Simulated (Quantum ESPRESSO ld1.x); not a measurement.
Input file for ld1.x (Quantum ESPRESSO 7.5):

```
 &input
    zed=82.0,
    iswitch=1,
    rel=2,
    dft='PBE',
    config='[Kr] 4d10 4f14 5s2 5p4',
    rel_dist='energy',
    lsmall=.true.,
    prefix='ld1',
    max_out_wfc=37,
    file_charge='ld1.rho',
 /
```

Command: `OMP_NUM_THREADS=1 ld1.x < ld1.in > ld1.out`

It prints (banner and zero overlaps left out):

```
     Program LD1 v.7.5 starts

     --------------------------- All-electron run ----------------------------

     dirac relativistic calculation

     atomic number is 82.00
     dft =PBE   lsd =0 sic =0 latt =0  beta=0.20 tr2=1.0E-14
     Exchange-correlation= PBE
                           (   1   4   3   4   0   0   0)
     mesh =2127 r(mesh) =  99.61181 a.u. xmin = -8.00 dx = 0.00800
     1 Ry =  13.60569312 eV, c = 137.03599908

     n l j   nl                  e(Ry)          e(Ha)          e(eV)
     Spin orbit split results
     1 0 0.5 1S 1( 2.00)     -6491.6795     -3245.8397    -88323.7985
     2 0 0.5 2S 1( 2.00)     -1180.5969      -590.2985    -16062.8397
     2 1 0.5 2P 1( 2.00)     -1134.6397      -567.3199    -15437.5600
     2 1 1.5 2P 1( 4.00)      -973.6453      -486.8227    -13247.1196
     3 0 0.5 3S 1( 2.00)      -301.9137      -150.9568     -4107.7445
     3 1 0.5 3P 1( 2.00)      -281.2205      -140.6103     -3826.2000
     3 1 1.5 3P 1( 4.00)      -245.2591      -122.6296     -3336.9202
     4 0 0.5 4S 1( 2.00)       -86.9258       -43.4629     -1182.6856
     4 1 0.5 4P 1( 2.00)       -77.9596       -38.9798     -1060.6942
     4 1 1.5 4P 1( 4.00)       -69.1028       -34.5514      -940.1921
     3 2 1.5 3D 1( 4.00)      -211.3518      -105.6759     -2875.5880
     3 2 2.5 3D 1( 6.00)      -203.6933      -101.8467     -2771.3888
     4 2 1.5 4D 1( 4.00)       -54.5085       -27.2542      -741.6258
     4 2 2.5 4D 1( 6.00)       -52.8442       -26.4221      -718.9815
     4 3 2.5 4F 1( 6.00)       -33.8922       -16.9461      -461.1274
     4 3 3.5 4F 1( 8.00)       -33.5071       -16.7535      -455.8870
     5 0 0.5 5S 1( 2.00)       -33.0285       -16.5143      -449.3762
     5 1 0.5 5P 1( 2.00)       -29.6879       -14.8439      -403.9243
     5 1 1.5 5P 1( 2.00)       -27.5646       -13.7823      -375.0361
     Averaged results
     1 0     1S 1( 2.00)     -6491.6795     -3245.8397    -88323.7985
     2 0     2S 1( 2.00)     -1180.5969      -590.2985    -16062.8397
     2 1     2P 1( 6.00)     -1027.3101      -513.6551    -13977.2664
     3 0     3S 1( 2.00)      -301.9137      -150.9568     -4107.7445
     3 1     3P 1( 6.00)      -257.2462      -128.6231     -3500.0135
     4 0     4S 1( 2.00)       -86.9258       -43.4629     -1182.6856
     4 1     4P 1( 6.00)       -72.0551       -36.0275      -980.3595
     3 2     3D 1(10.00)      -206.7567      -103.3784     -2813.0685
     4 2     4D 1(10.00)       -53.5099       -26.7549      -728.0392
     4 3     4F 1(14.00)       -33.6721       -16.8361      -458.1329
     5 0     5S 1( 2.00)       -33.0285       -16.5143      -449.3762
     5 1     5P 1( 4.00)       -28.2724       -14.1362      -384.6655

     final scf error:  7.1E-15 reached in  20 iterations

     Etot =  -41685.992886 Ry,  -20842.996443 Ha, -567166.826741 eV

     Ekin =   48573.852469 Ry,   24286.926235 Ha,  660880.930499 eV
     Encl = -103906.735103 Ry,  -51953.367551 Ha,-1413723.151223 eV
     Eh   =   14402.508453 Ry,    7201.254227 Ha,  195956.110218 eV
     Exc  =    -755.618706 Ry,    -377.809353 Ha,  -10280.716235 eV

     normalization and overlap integrals

     s(1S/1S) =  1.000000  <r> =   0.0160  <r2> =    0.0004  r(max) =   0.0098
     s(2S/2S) =  1.000000  <r> =   0.0669  <r2> =    0.0054  r(max) =   0.0571
     s(2P/2P) =  1.000000  <r> =   0.0549  <r2> =    0.0038  r(max) =   0.0425
     s(2P/2P) =  1.000000  <r> =   0.0638  <r2> =    0.0050  r(max) =   0.0499
     s(3S/3S) =  1.000000  <r> =   0.1738  <r2> =    0.0347  r(max) =   0.1616
     s(3P/3P) =  1.000000  <r> =   0.1643  <r2> =    0.0315  r(max) =   0.1504
     s(3P/3P) =  1.000000  <r> =   0.1806  <r2> =    0.0379  r(max) =   0.1655
     s(4S/4S) =  1.000000  <r> =   0.3831  <r2> =    0.1658  r(max) =   0.3625
     s(4P/4P) =  1.000000  <r> =   0.3841  <r2> =    0.1680  r(max) =   0.3596
     s(4P/4P) =  1.000000  <r> =   0.4181  <r2> =    0.1985  r(max) =   0.3927
     s(3D/3D) =  1.000000  <r> =   0.1568  <r2> =    0.0289  r(max) =   0.1292
     s(3D/3D) =  1.000000  <r> =   0.1618  <r2> =    0.0306  r(max) =   0.1334
     s(4D/4D) =  1.000000  <r> =   0.4215  <r2> =    0.2049  r(max) =   0.3834
     s(4D/4D) =  1.000000  <r> =   0.4322  <r2> =    0.2152  r(max) =   0.3927
     s(4F/4F) =  1.000000  <r> =   0.4390  <r2> =    0.2281  r(max) =   0.3455
     s(4F/4F) =  1.000000  <r> =   0.4445  <r2> =    0.2337  r(max) =   0.3483
     s(5S/5S) =  1.000000  <r> =   0.8010  <r2> =    0.7143  r(max) =   0.7690
     s(5P/5P) =  1.000000  <r> =   0.8347  <r2> =    0.7779  r(max) =   0.7940
     s(5P/5P) =  1.000000  <r> =   0.8940  <r2> =    0.8915  r(max) =   0.8532

     ------------------------ End of All-electron run ------------------------
```

Run on one thread of a shared host, so times are rough (Intel(R) Xeon(R) Processor @ 2.60GHz): 0.66 s of CPU time, 0.68 s wall, 20 iterations on 2127 mesh points.
